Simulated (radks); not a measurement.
Ionisation of neutral iridium, [Xe] 4f14 5d7 6s2, to [Xe] 4f14 5d7 6s1 as the strength of local exchange is varied. All-electron calculation, Dirac Kohn-Sham, Slater X-alpha exchange (alpha = 2/3 is LDA exchange), no correlation, spin-unpolarised, spherical densities, point nucleus; open shells fill j = l - 1/2 first. Program: a radial shooting solver on a logarithmic mesh with Libxc functionals.

alpha  E(Ir) (hartree)  exchange (hartree)  IE (eV)  -e of the level emptied (eV)  <r> of it (bohr)
0.619      -17816.3566           -306.5535    8.700                 5.193 (6s1/2)             2.974
0.667      -17840.1451           -330.7968    9.053                 5.511 (6s1/2)             2.940
0.712      -17862.4776           -353.5862    9.390                 5.817 (6s1/2)             2.909
0.825      -17918.6884           -411.0744   10.262                 6.616 (6s1/2)             2.834
0.841      -17926.6627           -419.2445   10.388                 6.733 (6s1/2)             2.823
0.955      -17983.5879           -477.6733   11.309                 7.588 (6s1/2)             2.752
0.968      -17990.0915           -484.3603   11.416                 7.688 (6s1/2)             2.744
1.031      -18021.6441           -516.8365   11.942                 8.181 (6s1/2)             2.707

NIST Atomic Spectra Database: 8.967 eV (measured). The Delta-SCF value meets it near alpha = 0.66. Spin polarisation and multiplet splitting are left out, so open shells lie too high by an amount that depends on their filling.

Beside tabulated values, note that spin-unpolarised runs miss the spin-polarisation part of the exchange energy of open shells.
